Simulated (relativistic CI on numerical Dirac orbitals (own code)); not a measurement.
What each ingredient does to the levels of Xe26+

Base calculation: Dirac-Coulomb-Breit CI, KLI orbitals optimised for each configuration, model QED, unscaled Slater integrals.

Configurations in the expansion (outside the closed core [Ne]): 3s2 3p6 3d10, 3s2 3p6 3d9 4s, 3s2 3p6 3d9 4p, 3s2 3p6 3d9 4d, 3s2 3p6 3d9 4f, 3s2 3p5 3d10 4s, 3s2 3p6 3d8 4s2, 3s2 3p5 3d10 4p, 3s2 3p6 3d8 4s 4p, 3s2 3p6 3d9 5s, 3s2 3p6 3d8 4p2, 3s2 3p6 3d9 5p, 3s2 3p6 3d8 4s 4d, 3s2 3p5 3d10 4d, 3s 3p6 3d10 4s, 3s2 3p6 3d9 5d, 3s2 3p6 3d8 4p 4d, 3s2 3p5 3d9 4s2, 3s2 3p6 3d9 5f, 3s 3p6 3d10 4p, 3s2 3p5 3d10 4f, 3s2 3p6 3d9 5g, 3s2 3p6 3d8 4d2, 3s2 3p5 3d9 4s 4p, 3s2 3p6 3d9 6s, 3s2 3p6 3d9 6p, 3s2 3p5 3d9 4p2, 3s 3p6 3d10 4d, 3s2 3p6 3d9 6d, 3s2 3p5 3d9 4s 4d, 3s 3p6 3d9 4s2, 3s2 3p5 3d10 5s, 3s2 3p5 3d9 4p 4d, 3s2 3p5 3d10 5p, 3s 3p6 3d9 4s 4p, 3s2 3p4 3d10 4s2. Levels of other configurations are missing.

Variants: (1) P86 correlation estimate; (2) non-relativistic limit. Shifts of the energy above 3s2 3p6 3d10 1S_0, in eV, for the lowest level and the first level of each name with at least 55 % of one term (blank where a level changes its place among those of its configuration and J or its character, or is not in the variant):

| Level | Base | Δ(1) | Δ(2) |
| --- | --- | --- | --- |
| 3s2 3p6 3d10 1S_0 | 0.000 | 0.000 | 0.000 |
| 3s2 3p6 3d9 4s 3D_3 | 590.887 | +1.829 | +36.354 |
| 3s2 3p6 3d9 4s 3D_1 | 604.366 | +1.829 | +22.875 |
| 3s2 3p6 3d9 4p 3P°_2 | 643.608 | +1.908 | +30.256 |
| 3s2 3p6 3d9 4p 3F°_2 | 657.341 | +1.908 | +18.873 |
| 3s2 3p6 3d9 4p 3F°_4 | 662.408 | +1.908 | +13.807 |
| 3s2 3p6 3d9 4p 1D°_2 | 663.965 | +1.908 | +15.897 |
| 3s2 3p6 3d9 4p 1P°_1 | 664.514 | +1.908 |  |
| 3s2 3p6 3d9 4p 3D°_3 | 665.563 | +1.908 |  |
| 3s2 3p6 3d9 4p 3P°_0 | 673.652 | +1.908 | +0.212 |
| 3s2 3p6 3d9 4p 3D°_2 | 678.574 | +1.908 | +1.305 |
| 3s2 3p6 3d9 4d 3S_1 | 744.609 | +1.957 | +9.075 |
| 3s2 3p6 3d9 4d 3G_5 | 751.410 | +1.957 | +8.464 |
| 3s2 3p6 3d9 4d 3F_4 | 754.751 | +1.957 |  |

At this charge energies of transitions that change n are usually good to better than 1 %, and those within a shell (Δn = 0) to a few per cent.

Ionisation energy from the two ground configurations alone: base 1493.65 eV; P86 correlation estimate 1495.74 eV. The NIST ASD value (theoretical) is 1493 eV.

LS names give the leading component of a level, which can be under half, so a name can repeat, a term be missing and a line seem to break the LS rules.
